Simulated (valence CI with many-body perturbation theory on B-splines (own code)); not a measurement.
## E1 transitions of Hg⁶⁶⁺

Computed by valence CI with perturbative core correlation (CI+MBPT): four valence electrons over a frozen Dirac-Fock core [Ne], a basis of 11 s, 11 p, 9 d, 7 f, 5 g, 2 h, 1 i functions for each j, with the one-electron correlation potential Σ1 (screened to all orders), the two-electron term Σ2, the three-electron term Σ3, Breit, model QED; selected single and double excitations, second order for the rest (own B-spline code, finite nucleus).

No measured spectrum was set against this ion. As an estimate, large intervals hold to a few tenths of a per cent, small ones and those within an open d or f shell to about a per cent.

Lines 1 to 50 of 277 in falling wavelength, among levels below 125.04 Ry, chosen from the strongest by gf and those to the six lowest levels. Wavelengths and rates use the calculated energies. Electric multipoles are in the length gauge, E1 and E2 with the static RPA response of the core. Weak lines are less certain than strong ones. Lines between different terms over intervals too small for the method are left out, as are lines whose strength nearly cancels. The highest levels of a list are the least certain.

Levels are named by their leading jj configuration (3d3/2^4 stands for four electrons in 3d with j = 3/2), which in mixed levels can hold well under half, so a name can repeat and another be missing. Letters in brackets count levels of one name in rising energy.

| λ vac (nm) | Upper | Lower | A (s⁻¹) | log gf | Branch % |
| --- | --- | --- | --- | --- | --- |
| 7.997 | (3s 3p1/2^2 3d3/2) J=2 | (3s^2 3p1/2 3d3/2) J=1 | 9.60e+09 | -1.34 | 14.1 |
| 7.896 | (3s 3p1/2 3p3/2 3d5/2) J=4 [a] | (3s^2 3p3/2 3d5/2) J=4 | 3.65e+09 | -1.51 | 18.9 |
| 7.780 | (3s 3p1/2 3p3/2 3d3/2) J=4 | (3s^2 3p3/2 3d3/2) J=3 | 1.24e+10 | -0.99 | 30.1 |
| 7.482 | (3p1/2^2 3p3/2 3d3/2) J=3 | (3s 3p1/2 3p3/2 3d3/2) J=2 [d] | 9.53e+09 | -1.25 | 0.5 |
| 7.394 | (3s 3p1/2 3p3/2 3d3/2) J=2 [b] | (3s^2 3p3/2 3d3/2) J=2 | 7.63e+09 | -1.50 | 0.3 |
| 7.233 | (3s 3p1/2 3p3/2 3d5/2) J=4 [b] | (3s^2 3p3/2 3d5/2) J=3 | 8.34e+09 | -1.23 | 1.5 |
| 7.063 | (3s 3p1/2 3p3/2 3d3/2) J=3 [b] | (3s^2 3p3/2 3d3/2) J=2 | 5.30e+09 | -1.56 | 0.1 |
| 6.907 | (3s 3p1/2 3p3/2 3d5/2) J=3 [a] | (3s^2 3p3/2 3d5/2) J=2 | 5.88e+09 | -1.53 | 0.9 |
| 6.811 | (3s 3p1/2^2 3p3/2) J=2 | (3s^2 3p1/2 3p3/2) J=2 | 1.56e+10 | -1.26 | 44.7 |
| 6.798 | (3s 3p1/2 3p3/2 3d5/2) J=5 | (3s^2 3p3/2 3d5/2) J=4 | 2.64e+10 | -0.70 | 99.9 |
| 6.746 | (3s 3p1/2 3p3/2 3d3/2) J=2 [c] | (3s^2 3p3/2 3d3/2) J=1 | 9.79e+09 | -1.48 | 0.1 |
| 6.737 | (3s 3p1/2 3p3/2^2) J=3 | (3s^2 3p3/2^2) J=2 | 1.82e+10 | -1.06 | 2.6 |
| 6.645 | (3s 3p1/2 3p3/2 3d3/2) J=1 [c] | (3s^2 3p3/2 3d3/2) J=1 | 1.81e+10 | -1.44 | 0.3 |
| 6.626 | (3s 3p1/2 3p3/2 3d5/2) J=4 [c] | (3s^2 3p3/2 3d5/2) J=3 | 1.67e+10 | -1.00 | 0.7 |
| 6.528 | (3s 3p1/2^2 3d5/2) J=3 | (3s^2 3p1/2 3d5/2) J=3 | 2.16e+10 | -1.02 | 5.8 |
| 6.507 | (3s 3p1/2 3p3/2^2) J=1 [a] | (3s^2 3p3/2^2) J=0 | 1.43e+10 | -1.57 | 0.7 |
| 6.485 | (3s 3p1/2 3p3/2 3d5/2) J=3 [b] | (3s^2 3p3/2 3d5/2) J=2 | 2.19e+10 | -1.02 | 2.3 |
| 6.471 | (3s 3p1/2^2 3d5/2) J=3 | (3s^2 3p1/2 3d5/2) J=2 | 3.50e+10 | -0.81 | 9.4 |
| 6.471 | (3s 3p1/2 3p3/2 3d5/2) J=1 [c] | (3s^2 3p3/2 3d5/2) J=1 | 2.29e+10 | -1.36 | 1.6 |
| 6.461 | (3s 3p1/2 3p3/2 3d3/2) J=3 [c] | (3s^2 3p3/2 3d3/2) J=3 | 2.47e+10 | -0.97 | 0.5 |
| 6.453 | (3s 3p1/2^2 3p3/2) J=2 | (3s^2 3p1/2 3p3/2) J=1 | 1.94e+10 | -1.22 | 55.3 |
| 6.452 | (3s 3p1/2 3p3/2 3d5/2) J=1 [a] | (3s^2 3p3/2 3d5/2) J=2 | 1.61e+10 | -1.52 | 2.1 |
| 6.442 | (3p1/2^2 3p3/2 3d3/2) J=2 | (3s 3p1/2 3p3/2 3d3/2) J=2 [b] | 1.24e+10 | -1.41 | 2.2 |
| 6.397 | (3s 3p1/2 3p3/2 3d5/2) J=2 [c] | (3s^2 3p3/2 3d5/2) J=1 | 1.75e+10 | -1.27 | 0.9 |
| 6.384 | (3s 3p1/2 3p3/2 3d3/2) J=3 [a] | (3s 3p1/2 3p3/2^2) J=2 [b] | 6.31e+09 | -1.57 | 4.5 |
| 6.371 | (3p1/2^2 3p3/2 3d3/2) J=0 | (3s 3p1/2 3p3/2 3d3/2) J=1 [b] | 5.51e+10 | -1.47 | 4.6 |
| 6.356 | (3p1/2^2 3p3/2 3d3/2) J=1 | (3s 3p1/2 3p3/2 3d3/2) J=1 [c] | 2.64e+10 | -1.32 | 1.4 |
| 6.318 | (3p1/2^2 3p3/2 3d3/2) J=3 | (3s 3p1/2 3p3/2 3d3/2) J=3 [c] | 2.91e+10 | -0.91 | 1.5 |
| 6.295 | (3s 3p1/2^2 3d3/2) J=1 | (3s^2 3p1/2 3d3/2) J=2 | 4.38e+10 | -1.11 | 62.0 |
| 6.266 | (3p1/2^2 3p3/2 3d3/2) J=1 | (3s 3p1/2 3p3/2 3d3/2) J=2 [c] | 2.15e+10 | -1.42 | 1.1 |
| 6.210 | (3s 3p1/2 3p3/2 3d5/2) J=2 [b] | (3s^2 3p3/2 3d5/2) J=2 | 2.21e+10 | -1.19 | 1.0 |
| 6.174 | (3p1/2^2 3p3/2^2) J=2 | (3s 3p1/2 3p3/2^2) J=1 [a] | 1.40e+10 | -1.40 | 0.6 |
| 6.141 | (3p1/2^2 3p3/2^2) J=2 | (3s 3p1/2 3p3/2^2) J=2 [b] | 1.90e+10 | -1.27 | 0.8 |
| 6.109 | (3s 3p1/2 3p3/2 3d5/2) J=2 [d] | (3s^2 3p3/2 3d5/2) J=1 | 1.93e+10 | -1.27 | 0.3 |
| 6.055 | (3s 3p1/2 3p3/2 3d5/2) J=3 [d] | (3s^2 3p3/2 3d5/2) J=3 | 2.86e+10 | -0.96 | 0.8 |
| 6.042 | (3s 3p1/2^2 3d3/2) J=2 | (3s^2 3p1/2 3d3/2) J=2 | 3.40e+10 | -1.03 | 49.8 |
| 6.037 | (3s 3p1/2^2 3d5/2) J=2 | (3s^2 3p1/2 3d5/2) J=3 | 4.84e+10 | -0.88 | 11.9 |
| 6.032 | (3s 3p1/2 3p3/2 3d5/2) J=2 [c] | (3s^2 3p3/2 3d5/2) J=3 | 2.06e+10 | -1.25 | 1.0 |
| 6.019 | (3s 3p1/2 3p3/2 3d3/2) J=2 [a] | (3s 3p1/2 3p3/2^2) J=3 | 1.08e+10 | -1.53 | 2.0 |
| 6.004 | (3s 3p1/2 3p3/2 3d5/2) J=4 [b] | (3s^2 3p3/2 3d5/2) J=4 | 1.05e+10 | -1.29 | 1.9 |
| 5.988 | (3s 3p1/2^2 3d5/2) J=2 | (3s^2 3p1/2 3d5/2) J=2 | 1.22e+10 | -1.49 | 3.0 |
| 5.877 | (3s 3p1/2 3d3/2^2) J=2 | (3s 3p1/2 3p3/2 3d3/2) J=3 [b] | 1.22e+10 | -1.50 | 0.6 |
| 5.865 | (3s 3p1/2^2 3p3/2) J=1 | (3s^2 3p1/2 3p3/2) J=2 | 5.35e+10 | -1.08 | 3.8 |
| 5.852 | (3s 3p1/2 3p3/2^2) J=2 [b] | (3s^2 3p3/2^2) J=2 | 3.19e+10 | -1.09 | 1.2 |
| 5.823 | (3s 3p1/2 3p3/2^2) J=1 [a] | (3s^2 3p3/2^2) J=2 | 2.46e+10 | -1.43 | 1.2 |
| 5.791 | (3p1/2^2 3p3/2 3d3/2) J=1 | (3s 3p1/2 3p3/2 3d3/2) J=2 [b] | 1.90e+10 | -1.54 | 1.0 |
| 5.775 | (3s 3p1/2 3p3/2 3d5/2) J=2 [d] | (3s^2 3p3/2 3d5/2) J=3 | 1.84e+10 | -1.34 | 0.3 |
| 5.754 | (3s 3p1/2 3p3/2 3d3/2) J=1 [d] | (3s^2 3p3/2 3d3/2) J=2 | 2.43e+10 | -1.44 | 0.2 |
| 5.745 | (3p1/2^2 3p3/2^2) J=0 | (3s 3p1/2 3p3/2^2) J=1 [a] | 9.81e+10 | -1.31 | 3.6 |
| 5.677 | (3s 3p1/2^2 3d3/2) J=1 | (3s 3p1/2^2 3p3/2) J=1 | 1.89e+10 | -1.56 | 26.7 |

(1) How does gf follow from A for the line at 6.141 nm?

Results:

(1) gf = 1.4992 × (2J+1)_upper × A / σ², with σ = 1628495 cm⁻¹ and 2J+1 = 5: gf = 0.0536.
